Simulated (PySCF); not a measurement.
AsH₂, SMILES [AsH2], multiplicity 2.

Geometry: PBE0-D3(BJ)/def2-TZVPD. The isomer is the one that the SMILES or the coordinates give; other isomers of the formula were not compared.

Two levels are set side by side: PBE/def2-TZVPD (PySCF) and B3LYP/def2-TZVPD (PySCF). Same geometry, gas phase. Differences are taken from unrounded values.

```
quantity                     B3LYP   PBE  PBE minus B3LYP
---------------------------  -----  ----  ---------------
α-spin orbital gap (eV)       6.49  5.25            -1.23
β-spin orbital gap (eV)       4.59  3.02            -1.57
dipole moment (D)             0.19  0.23             0.03
mean polarisability (bohr³)   34.3  34.9              0.5
```

Rough cost on one machine, each run with all the roots and properties that it gave: B3LYP against PBE within a factor of 2.
